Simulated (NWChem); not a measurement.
# HfN2H6; SMILES [NH2][HfH2][NH2]

```xyz
9

Hf    -0.2171    -0.0017     0.0000
N      0.9090     1.6733     0.0000
H      1.2334     2.1752    -0.8261
H      1.2334     2.1752     0.8261
N      0.9699    -1.6317     0.0000
H      0.5689    -2.5707     0.0000
H      1.9829    -1.7207     0.0000
H     -1.2687    -0.1157    -1.5431
H     -1.2687    -0.1157     1.5431
```
Atoms are numbered in this order, from 1.

All runs: NWChem. Medium grid unless said otherwise, to which SCAN and Minnesota functionals are sensitive. Geometry: optimised at PBE0/def2-SVP. def2 effective core potentials on Hf; no spin-orbit coupling.

For level TPSS/def2-SVP:

| Quantity | Value |
|---|---|
| highest occupied level (eV) | -6.17 |
| orbital gap (eV) | 4.67 |
| dipole (D) | 2.83 |

### Question
Estimate the same quantities for level M06-2X/def2-SVP.

### Answer
| Item | Result |
|---|---|
| highest occupied level (eV) | -8.57 |
| orbital gap (eV) | 8.27 |
| dipole (D) | 2.63 |
